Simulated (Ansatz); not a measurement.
The cluster K3⁻ was relaxed with B3LYP (def2-TZVPD) in Ansatz in these states: charge -1 quintet, charge -1 triplet. The geometries follow in no particular order.

A:

Cartesian coordinates in Å:
```
K -2.4842 -0.1148 3.9275
K -0.0002 0.0000 -0.0001
K 2.4844 0.1148 -3.9274
```

B:

```xyz
3

K    -5.031   -2.634    0.287
K     0.000    0.000    0.000
K     5.031    2.634   -0.287
```

Question: Judge from the bond lengths which geometry belongs to which state (an estimate).

Answer: A is the charge -1 triplet (K1–K2 4.649 Å, K2–K3 4.649 Å); B is the charge -1 quintet (K1–K2 5.686 Å, K2–K3 5.686 Å).

At B3LYP/def2-TZVPD the highest occupied level of the charge -1 triplet lies above zero (up to 0.24 eV). It is a level of α spin, whose loss leaves a doublet; that state wasn't run at this geometry and level. The electron is either unbound and held by the finite basis, or the level is raised by self-interaction error. At B3LYP/def2-TZVPD the highest occupied level of the charge -1 quintet lies above zero (up to 0.46 eV). It is a level of α spin, whose loss leaves a quartet; that state wasn't run at this geometry and level. The electron is either unbound and held by the finite basis, or the level is raised by self-interaction error. At PBE0/def2-TZVPD a broken-symmetry singlet lies 0.37 eV below the charge -1 triplet. At PBE0/def2-TZVPD a broken-symmetry singlet lies 1.14 eV below the charge -1 quintet. These are the stationary points nearest to one start from a short search; other shapes may lie lower in each state. The charge -1 quintet has come apart into loosely held pieces.
